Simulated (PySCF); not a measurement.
BaF₂, charge -1, multiplicity 2. Atoms are numbered in the order given.

```xyz
3

Ba     0.0000     0.0000     0.3044
F      0.0000    -1.9331    -0.9471
F      0.0000     1.9331    -0.9471
```
Charge -1, spin multiplicity 2.

Geometry: B3LYP-D3(BJ)/def2-TZVPD. The spin state was assumed, not searched. The isomer is the one that the SMILES or the coordinates give; other isomers of the formula were not compared. The def2 effective core potentials stand for the cores of Ba; spin–orbit coupling is left out.

These are M06-2X/def2-TZVPD (PySCF) values and carry that method's errors.

Gas-phase values at a fixed geometry. A positive occupied level means that this level leaves the electron formally unbound; only the finite basis holds it.

Computed frontier levels, dipole moment and polarisability:
| Item | Value |
|---|---|
| α spin, highest occupied and lowest empty level | 0.20 and 2.69 eV |
| β spin, highest occupied and lowest empty level | -6.32 and 2.41 eV |
| dipole moment about the centre of nuclear charge | 0.15 D |
| mean static polarisability | 350.8 bohr³ (51.99 Å³) |
| polarisability, principal values | 275.4, 299.3, 477.8 bohr³ |
| ⟨S²⟩ | 0.750 (pure state 0.75) |
